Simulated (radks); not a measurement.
Values are calculated unless marked as measured or tabulated.
Task: Species: the selenium ion Se2+. Configuration: [Ar] 3d10 4s2 4p2 (the NIST ground configuration). Code: a radial shooting solver on a logarithmic mesh with Libxc functionals. Model: scalar-relativistic Kohn-Sham, PBE, spin-polarised, spherical densities, finite nucleus; open shells are filled with parallel spins first; Fermi nuclear charge, rms radius 4.14 fm. Some entries of the table are withheld. Estimate them.

orbital,occ.,eigenvalue (hartree),<r^2> (bohr^2),<1/r> (bohr^-1)
1s up,1,-460.3956,0.002616,34.56
1s down,1,-460.3909,0.002616,34.56
2s up,1,-59.90002,0.04527,7.632
2s down,1,-59.89776,0.04527,7.632
2p up,3,-52.78885,0.03585,7.475
2p down,3,-52.78458,0.03585,7.474
3s up,1,-8.68056,0.3793,2.488
3s down,1,-8.67429,0.3790,2.489
3p up,3,-6.45636,(1),2.336
3p down,3,-6.44914,(2),2.337
3d up,5,-2.78627,(3),2.032
3d down,5,-2.77598,(4),2.038
4s up,1,-1.41613,3.249,0.7788
4s down,1,-1.33495,3.244,0.7849
4p up,2,-0.96902,4.468,(5)
4p down,0,-0.88648,4.581,(6)

Result: 
(1) 3p up <r^2> (bohr^2): 0.4078
(2) 3p down <r^2> (bohr^2): 0.4070
(3) 3d up <r^2> (bohr^2): 0.4961
(4) 3d down <r^2> (bohr^2): 0.4900
(5) 4p up <1/r> (bohr^-1): 0.6579
(6) 4p down <1/r> (bohr^-1): 0.6550
